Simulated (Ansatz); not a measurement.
## Ligand exchange: C2H8OSi + CH8Si2Te → C2H10OSi2 + SiH2(CH3)(TeH)

Gas-phase species: C2H8OSi `CC[SiH2]O`, singlet; CH8Si2Te `C[SiH2][Te][SiH3]`, singlet; C2H10OSi2 `CC[SiH](O)[SiH3]`, singlet; SiH2(CH3)(TeH), singlet. The partners trade H for SiH3: Si–H and Te–SiH3 bonds give way to Si–SiH3 and Te–H.

Shapes, held fixed at every level: PBE0-D4/def2-TZVP. Flexible molecules stand in one conformer, not always the lowest. Programs: Ansatz 0.2.0. Electronic energies: no zero-point or thermal term.

| level | kind | ΔE (kJ/mol) | less CCSD(T)/def2-TZVPP |
| --- | --- | --- | --- |
| r2SCAN-D4/def2-TZVPP | meta-GGA | +65.2 | -0.6 |
| B3LYP-D4/def2-TZVPP | global hybrid | +64.8 | -1.0 |
| PBE0-D4/def2-TZVPP | global hybrid | +63.7 | -2.1 |
| wB97M-V/def2-TZVPP | range-separated hybrid | +69.9 | +4.1 |
| wB97X-V/def2-TZVPP | range-separated hybrid | +64.3 | -1.5 |
| B2PLYP/def2-TZVPP | double hybrid | +67.9 | +2.1 |
| CCSD/def2-TZVPP | coupled cluster or CI | +65.4 | -0.4 |
| CCSD(T)/def2-TZVPP | coupled cluster or CI | +65.8 | 0.0 |

The highest level, CCSD(T)/def2-TZVPP, gives ΔE = +65.8 kJ/mol; the levels span +63.7 to +69.9. The column of differences is taken from that level and isn't an error. No measured value is set beside it here. For atoms past krypton def2 sets carry core potentials with scalar relativity. Outer-core shells of Te are correlated, in sets that cover them unevenly.
